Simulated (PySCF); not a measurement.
Work out the structure from these simulated measurements.

Formula: H8N4Si.

* Rotational structure: rotational constants A, B, C: 3.822, 3.819, 3.091 GHz [PBE0-D3(BJ)/def2-SVP]
* Polarisability: 59.0 au [wB97X-D/def2-SVPD]
* XPS: Si2p3/2 106.7, N1s 404.1 (×4), Si1s 1846.9 eV [ΔSCF SCAN, pcX-2 on the ionised atom, pcseg-1 elsewhere, spin-free X2C, 2p3/2 from a spin–orbit splitting computed afterwards within the 2p shell]
* UV, first state: lowest singlet excitation: 6.47 eV (192 nm, f = 0.100 summed over 2 states within 0.01 eV) [TDDFT wB97X-D/def2-SVPD]
* Dipole: 0.00 D by symmetry (numerical residue 0.02 D) [wB97X-D/def2-SVPD]
* Triplet: lowest triplet excitation (Tamm–Dancoff): 6.30 eV [TDA wB97X-D/def2-SVPD]
* NMR, other nuclei: isotropic shieldings of nuclei other than C and H, by class: 237 (4 N), 400 (1 Si) ppm [GIAO KT2/pcSseg-1]

Electronic properties: PySCF, gas phase, density fitting. Levels stand in brackets. Geometry: PBE0-D3(BJ)/def2-SVP; no solvent, vibrations or thermal averaging. Each NMR value is the plain mean over a class of atoms that symmetry, rotation or inversion makes alike.

Question: What is the compound? Reason from the data.

Answer: The other shieldings belong to: 237 ppm, nitrogen bonded to Si and 2 H; 400 ppm, silicon bonded to 4 N. The core levels belong to: Si2p3/2 106.7 eV, silicon bonded to 4 N; N1s 404.1 eV, nitrogen bonded to Si and 2 H; Si1s 1846.9 eV, silicon bonded to 4 N. The vanishing dipole is forced by symmetry. The optimised geometry has point group D2d and is an oblate symmetric top (the spread among constants that symmetry makes equal is optimisation noise). Structure: Si(NH2)4 (`N[Si](N)(N)N`). The assignments are read from this structure; whether some other isomer fits the data as well wasn't checked.
